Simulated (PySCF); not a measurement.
## Relaxation of singlet Ag₂H₂

These are results of PBE0/[Ag def2-TZVP with ECP28, H def2-TZVP], scalar-relativistic core potentials, density fitting, no spin–orbit coupling, PySCF, not measurements. A (50,194) grid was used.

A start displaced from a saddle point along its imaginary mode, of C2h symmetry, held to at least that symmetry:

```xyz
4
charge 0 multiplicity 1, angstrom
Ag    0.0031   -0.0009    4.5567
Ag   -0.0031    0.0009   -4.5567
H    -0.2406    0.0680    6.1737
H     0.2406   -0.0680   -6.1737
```

Optimiser trace:
```json
{"step": "0", "E − E(last) (kJ/mol)": "1.68", "largest gradient (Eh/bohr)": "0.00425"}
{"step": "1", "E − E(last) (kJ/mol)": "1.40", "largest gradient (Eh/bohr)": "0.00258"}
{"step": "2", "E − E(last) (kJ/mol)": "1.22", "largest gradient (Eh/bohr)": "0.00010"}
{"step": "3", "E − E(last) (kJ/mol)": "1.19", "largest gradient (Eh/bohr)": "0.00016"}
{"step": "4", "E − E(last) (kJ/mol)": "1.17", "largest gradient (Eh/bohr)": "0.00009"}
{"step": "5", "E − E(last) (kJ/mol)": "1.09", "largest gradient (Eh/bohr)": "0.00139"}
{"step": "6", "E − E(last) (kJ/mol)": "1.05", "largest gradient (Eh/bohr)": "0.00078"}
{"step": "7", "E − E(last) (kJ/mol)": "0.90", "largest gradient (Eh/bohr)": "0.00113"}
{"step": "8", "E − E(last) (kJ/mol)": "0.88", "largest gradient (Eh/bohr)": "0.00274"}
{"step": "9", "E − E(last) (kJ/mol)": "0.70", "largest gradient (Eh/bohr)": "0.00094"}
{"step": "10", "E − E(last) (kJ/mol)": "0.62", "largest gradient (Eh/bohr)": "0.00017"}
{"step": "11", "E − E(last) (kJ/mol)": "0.59", "largest gradient (Eh/bohr)": "0.00131"}
{"step": "12", "E − E(last) (kJ/mol)": "0.55", "largest gradient (Eh/bohr)": "0.00070"}
{"step": "13", "E − E(last) (kJ/mol)": "0.45", "largest gradient (Eh/bohr)": "0.00040"}
{"step": "14", "E − E(last) (kJ/mol)": "0.38", "largest gradient (Eh/bohr)": "0.00132"}
{"step": "15", "E − E(last) (kJ/mol)": "0.29", "largest gradient (Eh/bohr)": "0.00135"}
{"step": "16", "E − E(last) (kJ/mol)": "0.22", "largest gradient (Eh/bohr)": "0.00087"}
{"step": "17", "E − E(last) (kJ/mol)": "0.13", "largest gradient (Eh/bohr)": "0.00037"}
{"step": "18", "E − E(last) (kJ/mol)": "0.11", "largest gradient (Eh/bohr)": "0.00058"}
{"step": "19", "E − E(last) (kJ/mol)": "0.07", "largest gradient (Eh/bohr)": "0.00039"}
{"step": "20", "E − E(last) (kJ/mol)": "0.04", "largest gradient (Eh/bohr)": "0.00026"}
{"step": "21", "E − E(last) (kJ/mol)": "0.02", "largest gradient (Eh/bohr)": "0.00035"}
{"step": "22", "E − E(last) (kJ/mol)": "0.02", "largest gradient (Eh/bohr)": "0.00054"}
{"step": "23", "E − E(last) (kJ/mol)": "0.00", "largest gradient (Eh/bohr)": "0.00029"}
{"step": "24", "E − E(last) (kJ/mol)": "0.00", "largest gradient (Eh/bohr)": "0.00002"}
```

It ends at C2h with Ag–H 1.618 Å (×2). The molecule has come apart into AgH + AgH. The frequency run here used a shortcut that can spoil soft modes, so no verdict on minimum or saddle point is given.
